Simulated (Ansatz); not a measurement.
`[SiH3]O[SiH2]BS` → B• + 7 H• + O• + S• + 2 Si•  (atomization)

Isolated molecules relaxed with PBE0-D4/def2-TZVP in Ansatz; ΔE leaves out vibrations. CBS: MP2 limit from def2 TZ/QZ plus the TZ coupled-cluster correction, frozen cores. This one scheme is used for every species, atoms too. Functionals use def2-TZVPP. B3LYP here is the variant with VWN-RPA as its local correlation; programs differ in this. Open shells (•) are unrestricted, without spin–orbit coupling. Spin–orbit coupling would lower the free atoms: a little for B, O, S, Si. One conformer a species, not always the lowest.

| level | ΔE (kJ/mol) | difference from CCSD(T)/CBS |
| --- | --- | --- |
| LDA (SPW92) | 4484.8 | 471.2 |
| B3LYP-D4 | 4007.5 | -6.1 |
| BHLYP-D4 | 3942.6 | -71.0 |
| CAM-B3LYP-D4 | 4026.3 | 12.7 |
| PBE-QIDH | 3965.8 | -47.8 |
| r2SCAN | 4017.6 | 4.0 |
| HF/def2-TZVPP | 3032.8 | -980.8 |
| SCS-MP2/def2-TZVPP | 3950.8 | -62.8 |
| SCS-MP2/def2-QZVPP | 4022.6 | 9.0 |
| CCSD/CBS(def2) | 3965.8 | -47.8 |
| CCSD(T)/CBS | 4013.6 | 0 |

What do rigid-rotor, harmonic-oscillator terms from PBE0-D4/def2-TZVP frequencies (298.15 K, 1 bar) make of the CCSD(T)/CBS value? (Best estimate.)

The calculation gave: ΔZPE = -184.3 kJ/mol, ΔH = +3878.1 kJ/mol, ΔS = 1224 J/(mol·K), ΔG = +3513.1 kJ/mol. Open shells count their whole term as degenerate. Modes under 50 cm⁻¹ make the entropy rough.

Largest T1 diagnostic among the species: 0.014.

From BLYP to BHLYP (50 % exact exchange), in def2-TZVPP and without D4, ΔE moves by −9.7 kJ/mol: exact exchange takes away binding that semilocal exchange gives to molecules. Leaving LDA and LC-ωPBE aside and taking each functional with its dispersion term where it has one, the values, not all of them listed here, spread over 115.1 kJ/mol, from revPBE-D4 to B97M-V. LDA lies +509.1 kJ/mol from PBE without D4, its usual overbinding.

For atomizations the MP2-based limit and the directly extrapolated one differ by several kJ/mol either way, and by 10 to 25 for some Ge, Se and Sn compounds, so smaller differences from it don't rank the levels.
